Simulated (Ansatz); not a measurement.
Pulling on the C2–H3 bond in CH5GeN (SMILES [CH3][Ge][NH2]) (multiplicity 1 held, fragments rigid). Energies count from the point at 1.091 Å.
Geometry at that point (charge 0, multiplicity 1):
```xyz
8

Ge    -0.21704    -0.01007     0.44525
C      0.73026     1.39571    -0.65096
H      0.39073     2.39683    -0.38075
H      0.59421     1.25013    -1.72469
H      1.80124     1.34067    -0.42975
N     -0.03644    -1.35483    -0.78605
H      0.40265    -1.26538    -1.69148
H     -0.37012    -2.29050    -0.61313
```

Signs of static correlation in cc-pVTZ, with CASSCF(2,2), from Ansatz (a first-principles code) runs.

```
R (Å)  T1 of restricted CCSD  largest double amplitude of restricted CCSD  weight of the CASSCF reference in MRCISD  CASSCF natural occupations
-----  ---------------------  -------------------------------------------  ----------------------------------------  --------------------------
0.873                  0.015                                        0.064                                     0.876                   1.99 0.01
0.982                  0.015                                        0.064                                     0.875                   1.99 0.01
1.091                  0.015                                        0.064                                     0.875                   1.98 0.02
1.200                  0.015                                        0.064                                     0.875                   1.98 0.02
1.309                  0.015                                        0.065                                     0.874                   1.97 0.03
1.473                  0.016                                        0.065                                     0.874                   1.94 0.06
1.637                  0.017                                        0.065                                     0.874                   1.91 0.09
1.909                  0.021                                        0.126                                     0.874                   1.84 0.16
2.182                    [?]                                        0.164                                     0.874                   1.72 0.28
2.510                    [?]                                        0.360                                     0.875                   1.55 0.45
2.946                  0.059                                        0.547                                     0.875                   1.33 0.67
3.492                  0.077                                        0.732                                     0.875                   1.16 0.84
```

**Question.** What belongs in the gaps?

**Answer.** 
- 2.182, T1 of restricted CCSD: 0.029
- 2.510, T1 of restricted CCSD: 0.041

Doubts at one or more of the structures used: a restricted determinant that unrestricted orbitals would lower (R-CCSD(T)/cc-pVTZ); other coupled-cluster roots lie near (R-CCSD(T)/cc-pVTZ); T1 above 0.05 (R-CCSD(T)/cc-pVTZ).
